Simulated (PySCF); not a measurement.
## Steps of a relaxation of TlF3(NH3)

TlF3(NH3) (singlet). PySCF 2.14.0, RKS PBE0, Tl def2-SVP with ECP60, F def2-SVP, N def2-SVP, H def2-SVP; non-relativistic Hamiltonian with scalar-relativistic core potentials where named; density fitting; no spin-orbit coupling. Origin of the start: displaced along the imaginary mode. Columns: position (Å) and force (eV/Å). Energies are counted from the last step; some of the 22 steps are shown. Forces carry noise of the integration grid, about 0.01 to 0.03 eV/Å.

Run from Python with OMP_NUM_THREADS=2. Where DIIS fails, smearing, a level shift and second-order steps follow.
It took 83 s on 2 threads of Arm Neoverse V1, with other jobs on the host, from the converged density of the start.

```xyz
8
step 0  E = 0.059 eV
Tl    0.0643   -0.0643    0.0643    -0.02    0.02   -0.02
F     0.9992    1.4766    1.0081     0.00    0.01    0.00
F    -1.4766   -1.0081    0.9992    -0.01    0.00    0.00
F     1.0081   -0.9992   -1.4766     0.00    0.00   -0.01
N    -1.3289    1.3289   -1.3289    -0.58    0.58   -0.58
H    -1.7509    2.1045   -0.7600     0.47   -0.88   -0.75
H    -0.7600    1.7509   -2.1045    -0.75   -0.47    0.88
H    -2.1045    0.7600   -1.7509     0.88    0.75    0.47
```

```xyz
8
step 7  E = -0.002 eV
Tl    0.0612   -0.0612    0.0612     0.00    0.00    0.00
F     0.9486    1.4794    1.0512     0.02    0.00   -0.02
F    -1.4794   -1.0512    0.9486     0.00    0.02    0.02
F     1.0512   -0.9486   -1.4794    -0.02   -0.02    0.00
N    -1.3276    1.3276   -1.3276    -0.01    0.01   -0.01
H    -1.6282    2.1586   -0.8165     0.02   -0.01   -0.03
H    -0.8165    1.6282   -2.1586    -0.03   -0.02    0.01
H    -2.1586    0.8165   -1.6282     0.01    0.03    0.02
```

```xyz
8
step 14  E = -0.001 eV
Tl    0.0602   -0.0602    0.0602     0.00    0.00    0.00
F     0.9286    1.4773    1.0716     0.03    0.00   -0.03
F    -1.4773   -1.0716    0.9286     0.00    0.03    0.03
F     1.0716   -0.9286   -1.4773    -0.03   -0.03    0.00
N    -1.3279    1.3279   -1.3279    -0.01    0.01   -0.01
H    -1.5792    2.1873   -0.8380     0.02    0.00   -0.02
H    -0.8380    1.5792   -2.1873    -0.02   -0.02    0.00
H    -2.1873    0.8380   -1.5792     0.00    0.02    0.02
```

Q: Where does the relaxation end?

A: It converges at step 21 in C3:
```xyz
8
step 21  E = 0
Tl    0.0594   -0.0594    0.0594
F     0.9140    1.4756    1.0863
F    -1.4756   -1.0863    0.9140
F     1.0863   -0.9140   -1.4756
N    -1.3284    1.3284   -1.3284
H    -1.5434    2.2064   -0.8551
H    -0.8551    1.5434   -2.2064
H    -2.2064    0.8551   -1.5434
```

Q: How did the contacts change?

A: 
```
     contact  start (Å)  end (Å)
  Tl1–F2 (F)      2.035    2.035
  Tl1–F3 (F)      2.035    2.035
  Tl1–F4 (F)      2.035    2.035
Tl1–N5 (NH3)      2.413    2.404
```
